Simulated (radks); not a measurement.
Species: Se. Configuration: [Ar] 3d9 4s2 4p5 (not the ground configuration).

All-electron calculation, scalar-relativistic Kohn-Sham, PBE, spin-polarised, spherical densities, finite nucleus; open shells are filled with parallel spins first; Fermi nuclear charge, rms radius 4.14 fm. Program: a radial shooting solver on a logarithmic mesh with Libxc functionals.

Energy parts (eV):
| part | energy |
|---|---|
| total | -66071.154 |
| kinetic | 67422.702 |
| electron-nucleus | -158949.621 |
| Hartree | 27829.023 |
| exchange-correlation | -2373.257 |

Orbitals (lengths in bohr, moments of r in powers of bohr; <r^-3> diverges for s and p1/2; r(90%) holds 90 % of the orbital's charge):
orbital  occ.  eigenvalue (eV)  <r^-3>  r(90%)     <r^2>       <r^4>
1s up       1        -12518.91       -  0.0788  0.002617  0.00001764
1s down     1        -12518.85       -  0.0788  0.002617  0.00001764
2s up       1        -1623.168       -   0.303   0.04528    0.003547
2s down     1        -1622.146       -   0.303   0.04525    0.003541
2p up       3        -1429.377    1226   0.279   0.03587    0.002582
2p down     3        -1428.580    1227   0.279   0.03584    0.002577
3s up       1        -226.3296       -   0.847    0.3725      0.2201
3s down     1        -224.7113       -   0.848    0.3733      0.2211
3p up       3        -165.5599   178.5   0.888    0.3970      0.2665
3p down     3        -163.9474   177.8   0.890    0.3981      0.2681
3d up       5         -65.4119   21.04   0.999    0.4575      0.4538
3d down     4         -63.7391   20.93    1.00    0.4608      0.4612
4s up       1         -19.9722       -    2.55     3.350       18.19
4s down     1         -18.9922       -    2.56     3.392       18.80
4p up       3          -8.1818   13.69    3.27     5.298       50.98
4p down     2          -7.3324   13.27    3.36     5.522       56.60

The highest occupied level is 4p down at -7.332 eV. The density falls to 0.001 e/bohr^3 at r = 4.19 bohr. Spin moment in Bohr magnetons: 2.
